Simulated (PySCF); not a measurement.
# Electron correlation in Ar³⁺ (argon, charge +3)

[Ne] 3s2 3p3, high-spin 4S determinant. Calculation: PySCF 2.14, in aug-cc-pwCVDZ (6s5p3d, 36 functions); no relativity, point nucleus. Frozen: [Ne]; 5 electrons correlated.

MP2 pair energies summed by pair of shells (mhartree):

```json
{"pair": "3s-3p", "energy": "-53.28", "share (%)": "66.0"}
{"pair": "3p-3p", "energy": "-19.98", "share (%)": "24.7"}
{"pair": "3s-3s", "energy": "-7.47", "share (%)": "9.3"}
```

Total MP2 correlation energy: -80.73 mhartree.

Same-spin part -21.56 and opposite-spin part -59.17 mhartree; SCS-MP2 scales them by 1/3 and 6/5 to -78.19 mhartree.
